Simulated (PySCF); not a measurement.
Geometry:
| atom | x (Å) | y (Å) | z (Å) |
| --- | --- | --- | --- |
| V1 | 0.000 | 0.000 | 0.000 |
| O2 | 0.022 | -0.014 | 1.713 |
| O3 | 1.608 | 0.008 | -0.590 |
| O4 | -0.817 | 1.403 | -0.550 |
| O5 | -0.812 | -1.397 | -0.573 |

Total charge -3.

Geometry: PBE0-D3(BJ)/def2-SVP; GIAO absolute shieldings from PySCF, gas phase, non-relativistic, averaged over equivalent atoms.

At B3LYP/pcSseg-1 (pcSseg-2 on V) (141 basis functions, 8.5 s wall time on 1 thread of an Arm Neoverse V1, shared host):
| atoms | σ (ppm) |
| --- | --- |
| V1 | -1510.2 |
| O2/O3/O4/O5 | -334.1 |

Question: Predict the values at PBE0/pcSseg-1 (pcSseg-2 on V) on the same geometry.

Answer: 
```
      atoms  σ at PBE0/pcSseg-1 (pcSseg-2 on V)  change
         V1                             -1490.0   +20.2
O2/O3/O4/O5                              -310.8   +23.3
```

The largest change is at O2/O3/O4/O5 (oxygen bonded to V). Cost: 141 basis functions, 10 s wall time on 1 thread of an Arm Neoverse V1, shared host.
